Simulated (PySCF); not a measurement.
A structure optimised at PBE-D3(BJ)/def2-SVP, used in a PySCF frequency run:

```
C
H 1 1.1077
C 1 1.5414 2 112.00
H 3 1.1077 1 117.81 2 -28.95
H 3 1.1081 4 109.13 1 126.57
C 1 1.5414 2 112.00 3 98.70
H 6 1.1077 1 117.81 2 28.95
H 6 1.1081 7 109.13 1 -126.57
C 3 1.5533 4 119.39 5 129.75
H 9 1.1073 3 117.39 4 -98.72
H 9 1.1083 10 108.51 3 -128.17
Cl 1 1.8001 2 106.22 3 -130.65
```

### Question
Write its SMILES, formula and point group.

### Answer
ClC1CCC1, C4H7Cl, Cs

### Question
What are its rotational constants (standard atomic weights)?

### Answer
10.021, 2.4692, 2.1557 GHz
